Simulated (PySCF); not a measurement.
Ionisation energy of W by level of theory

W [Xe] 4f14 5d4 6s2 (5D) → W⁺ [Xe] 4f14 5d4 6s1 (6D), as a difference of total energies. All numbers are calculated (PySCF 2.14, scalar relativity through the core potential, in def2-QZVPPD with the def2 core potential (60 electrons)). Correlated levels: valence and next inner shell: nothing frozen outside the core potential. The calculations carry no spin-orbit coupling.

```tsv
method	ionisation energy (eV)	error (eV)
UHF	5.873	-1.952
MP2 (valence and next inner shell)	7.465	-0.360
SCS-MP2 (valence and next inner shell)	7.607	-0.218
CCSD (valence and next inner shell)	7.416	-0.409
CCSD(T) (valence and next inner shell)	7.617	-0.208
```

Reference: 7.825 eV (measured; NIST levels, between the centres of gravity of the two terms).

Errors of the correlated levels include the incompleteness of this basis.
